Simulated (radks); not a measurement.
Question: These are the eigenvalues of the occupied orbitals of an atom or ion with whole-number occupations (Ry). All-electron calculation, Dirac Kohn-Sham, PBE, spin-unpolarised, spherical densities, finite nucleus; Fermi nuclear charge, rms radius of each element as measured or else 0.836 A^(1/3) + 0.57 fm. Program: a radial shooting solver on a logarithmic mesh with Libxc functionals.

1s1/2: -2227.967
2s1/2: -340.7816
2p1/2: -318.9637
2p3/2: -300.4551
3s1/2: -68.56625
3p1/2: -59.64630
3p3/2: -56.23084
3d3/2: -40.47943
3d5/2: -39.76962
4s1/2: -13.09582
4p1/2: -10.07836
4p3/2: -9.44635
4d3/2: -4.66784
4d5/2: -4.57533
5s1/2: -2.85873

Which element is it, and in what charge state? The configuration may be excited. Open shells, if any, fill j = l - 1/2 first.

Answer: Z = 51, antimony, charge +3: Sb3+ in [Kr] 4d10 5s2. The list shows which subshells hold electrons but not how many an open one holds; the 1s level, -1114 hartree, gives Z - s = 47.2 by -(Z - s)^2/2, which with screening and relativity narrows Z to a few neighbours, and the depths of the outer levels then fix element, charge and occupations together.
